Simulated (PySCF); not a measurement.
C2H2F3, multiplicity 2. Atoms are numbered in the order given.

```xyz
7

F     -1.6350    -0.5689     0.0000
C     -0.9130     0.6164     0.0000
C      0.5534     0.3707     0.0000
F      1.0683    -0.1773     1.0935
F      1.0683    -0.1773    -1.0935
H     -1.1782     1.1944    -0.8998
H     -1.1782     1.1944     0.8998
```
Charge 0, spin multiplicity 2.

Geometry: B3LYP-D3(BJ)/def2-SVP. The isomer is the one that the SMILES or the coordinates give; other isomers of the formula were not compared. Other conformers were not sampled.

All values below come from PBE/def2-TZVP run with PySCF.

Gas-phase values at a fixed geometry.

Computed frontier levels, dipole moment and polarisability:
```
Quantity                                                                                                        Result
---------------------------------------------------------------------------------------------  -----------------------
α spin, highest occupied and lowest empty level                                                      -5.31 and 0.31 eV
β spin, highest occupied and lowest empty level                                                     -8.55 and -3.28 eV
dipole moment                                                                                                   1.79 D
quadrupole, principal values (traceless, Buckingham form, about the centre of nuclear charge)    -4.12, 0.43, 3.69 D·Å
mean static polarisability                                                                        28.1 bohr³ (4.17 Å³)
polarisability, principal values                                                                25.6, 28.2, 30.6 bohr³
⟨S²⟩                                                                                           0.752 (pure state 0.75)
```
